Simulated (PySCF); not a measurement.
**Ionisation energy of Xe⁴⁸⁺ by level of theory**

Xe⁴⁸⁺ [He] 2s2 2p2 (3P) → Xe⁴⁹⁺ [He] 2s2 2p1 (2P), as a difference of total energies. Calculation: PySCF 2.14, in an uncontracted even-tempered set (17 s from 24 bohr⁻², ratio 2.2; 10 p from 31 bohr⁻², ratio 2.2; 5 d from 120 bohr⁻², ratio 2.4; 5 f from 170 bohr⁻², ratio 2.4; 4 g from 260 bohr⁻², ratio 2.4); no relativity, point nucleus. Correlated levels: nothing frozen; virtual orbitals above 40 to 60 times the deepest correlated orbital energy dropped. The calculations carry no spin-orbit coupling.

| method | ionisation energy (eV) |
| --- | --- |
| UHF | 8592.8 |
| LDA | 8587.6 |
| PBE | 8591.0 |
| PBE0 | 8591.7 |
| B2PLYP | 8592.2 |
| MP2 (all electrons) | 8591.1 |
| SCS-MP2 (all electrons) | 8590.4 |

Estimate what r2SCAN gives.

8595.1 eV, closest to UHF among the rows shown.

Estimate what TPSS gives.

8590.7 eV, closest to PBE among the rows shown.

Spin-orbit coupling is strong in these open shells (close to jj coupling). The scalar numbers leave it out and a first-order estimate fails, so it can dominate the gap to the real levels.

The gap to the reference is mostly relativistic.

For comparison: 8971 ± 4 eV (theoretical estimate listed by NIST; NIST Atomic Spectra Database, ionization energies).
